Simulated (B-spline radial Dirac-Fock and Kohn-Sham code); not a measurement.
## Ar 2p1/2: cross section and angular parameters

System: the free argon atom in the configuration [Ne] 3s2 3p6; threshold 250.6 eV (tabulated edge). Method: Dirac-Hartree-Slater photoionisation with a Latter tail; cross sections with all multipoles, angular parameters from the dipole term and its interference with E2. Computed with an atomic code on a B-spline grid.

For linearly polarised light dσ/dΩ = σ/(4π) [1 + β P₂(cos θ) + (δ + γ cos²θ) sin θ cos φ], with θ from the polarisation vector and φ the angle between the beam and the projection of the electron momentum on the plane normal to the polarisation.

```
hν (eV)   σ (kb)      β       γ      δ
    298      940  0.961  -0.052  0.010
    300      931  0.979  -0.051  0.010
    593      195  1.473   0.168  0.019
    700      125  1.466   0.236  0.021
    800     86.7  1.448   0.292  0.024
   1000     46.0  1.398   0.387  0.030
   2000        ?      ?       ?      ?
   3170     1.26  0.922   0.834  0.102
   4000    0.578  0.812   0.911  0.128
 9251.7   0.0299  0.462   1.164  0.269
   9430   0.0279  0.456   1.169  0.273
   9930   0.0231  0.438   1.185  0.284
  11300   0.0144  0.396   1.225  0.313
  13900  0.00665  0.335   1.295  0.364
  15000  0.00500  0.314   1.322  0.383
```

Problem. Give the values at 2000 eV.

Solution. σ = 5.63 kb, β = 1.137, γ = 0.667, δ = 0.062.
